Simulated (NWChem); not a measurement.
# CHF, singlet; SMILES [CH]F

Computed with NWChem. Low-valent species are run as closed-shell singlets; no triplet was tried in these runs. Structure relaxed at the PBE0-D3(BJ)/def2-TZVP level. LC-ωPBE (HJS hole) with def2-SVP; x = 1 − exp(−ω/0.25 bohr⁻¹) is a scale chosen for this fit.

```
row           x  −ε(HOMO) (eV)
--------  -----  -------------
ω = 0.05  0.181           6.14
ω = 0.10  0.330           6.88
ω = 0.25  0.632       withheld
ω = 0.60  0.909          10.88
ω = 0.80  0.959          11.38
```

Task: Fit a straight line of the last column on the one before it, predict the withheld value, and compare with the run.

Result: 
1. Means of the 4 shown rows: x = 0.5948, y = 8.820. Slope Σ(x − x̄)(y − ȳ)/Σ(x − x̄)² = 3.202/0.4727 = 6.774; intercept 4.791.
2. The shown rows scatter about the line by 0.112 (root mean square); the largest residual is -0.15, at ω = 0.10.
3. At x = 0.632 (ω = 0.25; inside the shown range) the line gives 9.07.
4. The run gives 8.72, -0.35 from the line, 3.1 times the scatter.
